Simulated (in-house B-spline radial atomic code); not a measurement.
## RPA and G0W0 on LDA exchange-only: Gd³⁺

Configuration [Xe] 4f7, highest spin, mean-field start LDA exchange-only. Computed with an all-electron radial atomic-structure program (B-spline basis): all electrons, scalar-relativistic (spin-free one-electron X2C), finite nucleus, each spin shell either full or empty, empty states to l = 9 with an (l + 1/2)⁻⁴ tail; G0W0 by contour deformation at full frequency.

Without the two-electron picture change, the correlation of inner shells comes somewhat too large for so heavy an element.

Command:
```bash
python run_gw.py task.json out
```
Settings (radii: box in bohr, nucleus in fm):
```
Z                        64
electrons                61
configuration            [Xe] 4f7
hamiltonian              x2c
method                   lda,
lmax                     9
rms_radius               5.1569
spin_polarised           True
box_radius               14.14
intervals                68
```

Cost of the run: 7.1 s on 1 thread of Arm Neoverse V2, with other jobs on the host.

Energies (hartree):

| term | value |
| --- | --- |
| mean-field total | -11254.85084 |
| Hartree-Fock functional on these orbitals | -11265.44215 |
| direct second order | -6.1295 |
| second-order exchange | 1.6232 |
| SOSEX correction | 1.4952 |

(1) What is the RPA correlation energy, and what remains with SOSEX?

Quasi-particle levels (eV):

| level | occupied | mean field | Σx - vxc | Σc | QP weight | G0W0 |
| --- | --- | --- | --- | --- | --- | --- |
| 4f up | yes | -34.31 | -14.63 | ? | ? | ? |
| 5p down | yes | -48.88 | -7.92 | -0.70 | 0.926 | -57.49 |
| 4f down | no | -28.572 | 16.11 | -9.74 | 0.888 | -22.201 |

G0W0 = mean field + (Σx - vxc) + Σc, with Σc (partial-wave tail included) taken at the quasi-particle energy. Only the outer levels were computed. Levels of low weight are left out.

(2) Where does G0W0 put 4f up?

## Answers

(1) RPA gives -5.2639 hartree (-2.35 eV per electron); RPA + SOSEX gives -3.7687, and the second-order doubles -4.5062 hartree (no singles). RPA lacks exchange-type terms and so overcorrelates at short range.

(2) At -45.07 eV, with Σc = 3.88 eV and a quasi-particle weight of 0.869. The tabulated removal energy is 44.44 ± 0.08 eV (NIST, semi-empirical); the calculation leaves out spin-orbit coupling, Breit and QED terms, and what these don't explain is the method's own error.
